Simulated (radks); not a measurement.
The numbers below are computed, except where a source is named.
Isoelectronic series with 16 electrons, each ion in its NIST ground configuration. Code: a radial shooting solver on a logarithmic mesh with Libxc functionals. Model: scalar-relativistic Kohn-Sham, r2SCAN, spin-polarised, spherical densities, finite nucleus; open shells are filled with parallel spins first (spin-orbit coupling, left out, can overturn this in heavy ions); meta-GGA in the generalised Kohn-Sham scheme; Fermi nuclear charge, rms radius of each element as measured or else 0.836 A^(1/3) + 0.57 fm. Total energies (hartree) and mean radii <r> (bohr):

ion    configuration  E (hartree)  3p down   3p up  3s down   3s up
S       [Ne] 3s2 3p4   -399.21809    2.120   2.028    1.722   1.698
Ar2+    [Ne] 3s2 3p4   -527.79439    1.482   1.456    1.343   1.328
Ca4+    [Ne] 3s2 3p4   -675.49986    1.169   1.156    1.105   1.095
Ti6+    [Ne] 3s2 3p4   -842.36610   0.9721  0.9638   0.9405  0.9336
Cr8+    [Ne] 3s2 3p4  -1028.46737   0.8344  0.8286   0.8199  0.8146
Fe10+   [Ne] 3s2 3p4  -1233.90133   0.7319  0.7276   0.7271  0.7230
Ni12+   [Ne] 3s2 3p4  -1458.78357   0.6523  0.6490   0.6533  0.6500
Zn14+   [Ne] 3s2 3p4  -1703.24428   0.5886  0.5859   0.5932  0.5904
Ge16+   [Ne] 3s2 3p4  -1967.42882   0.5363  0.5341   0.5431  0.5408
Se18+   [Ne] 3s2 3p4  -2251.49704   0.4925  0.4907   0.5008  0.4988
Kr20+   [Ne] 3s2 3p4  -2555.62239   0.4554  0.4538   0.4644  0.4627
Sr22+   [Ne] 3s2 3p4  -2879.99319   0.4234  0.4221   0.4329  0.4314
Zr24+   [Ne] 3s2 3p4  -3224.81244   0.3956  0.3944   0.4052  0.4039
Mo26+   [Ne] 3s2 3p4  -3590.29684   0.3711  0.3702   0.3808  0.3796
Ru28+   [Ne] 3s2 3p4  -3976.68470   0.3495  0.3486   0.3590  0.3579
Pd30+   [Ne] 3s2 3p4  -4384.22763   0.3302  0.3294   0.3394  0.3385
Cd32+   [Ne] 3s2 3p4  -4813.19384   0.3128  0.3121   0.3217  0.3209
Sn34+   [Ne] 3s2 3p4  -5263.87505   0.2972  0.2966   0.3057  0.3050
Te36+   [Ne] 3s2 3p4  -5736.57492   0.2830  0.2824   0.2911  0.2904
